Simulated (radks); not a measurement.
Task: These are the eigenvalues of the occupied orbitals of an atom or ion with whole-number occupations (hartree). Method: Dirac Kohn-Sham, PBE, spin-unpolarised, spherical densities, finite nucleus; Fermi nuclear charge, rms radius of each element as measured or else 0.836 A^(1/3) + 0.57 fm; computed with a radial shooting solver on a logarithmic mesh with Libxc functionals.

| orbital | eigenvalue |
|---|---|
| 1s1/2 | -1535.392 |
| 2s1/2 | -247.0994 |
| 2p1/2 | -233.5518 |
| 2p3/2 | -215.8319 |
| 3s1/2 | -53.52304 |
| 3p1/2 | -47.75968 |
| 3p3/2 | -44.24974 |
| 3d3/2 | -34.19016 |
| 3d5/2 | -33.43395 |
| 4s1/2 | -10.83264 |
| 4p1/2 | -8.67293 |
| 4p3/2 | -7.91317 |
| 4d3/2 | -4.36332 |
| 4d5/2 | -4.22920 |
| 5s1/2 | -1.54422 |
| 5p1/2 | -0.95446 |
| 5p3/2 | -0.84485 |
| 4f5/2 | -0.23165 |
| 6s1/2 | -0.13924 |
| 5d3/2 | -0.11353 |

Which element is it, and in what charge state? The configuration may be excited. Open shells, if any, fill j = l - 1/2 first.

Result: Z = 59, praseodymium, charge 0: Pr in [Xe] 4f2 5d1 6s2. The list shows which subshells hold electrons but not how many an open one holds; the 1s level, -1535.4 hartree, gives Z - s = 55.4 by -(Z - s)^2/2, which with screening and relativity narrows Z to a few neighbours, and the depths of the outer levels then fix element, charge and occupations together.
